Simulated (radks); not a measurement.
All-electron atom: the caesium ion Cs45+ in [Ne] (the NIST ground configuration).

All-electron calculation, scalar-relativistic Kohn-Sham, SCAN, spin-polarised, spherical densities, finite nucleus; meta-GGA in the generalised Kohn-Sham scheme; Fermi nuclear charge, rms radius 4.8041 fm. Program: a radial shooting solver on a logarithmic mesh with Libxc functionals.

Energy parts (hartree):
| part | energy |
|---|---|
| total | -5790.5865 |
| kinetic | 6179.0140 |
| electron-nucleus | -12438.4745 |
| Hartree | 565.1563 |
| exchange-correlation | -96.2824 |

Orbitals (lengths in bohr, moments of r in powers of bohr):
orbital  occ.  eigenvalue (hartree)      <r^2>
1s          2             -1432.547  0.0009234
2s          2             -314.7117    0.01420
2p          6             -294.5103    0.01117

The highest occupied level is 2p at -8014.0 eV. The electron density at the nucleus is 2.999e+05 e/bohr^3 (large components only).
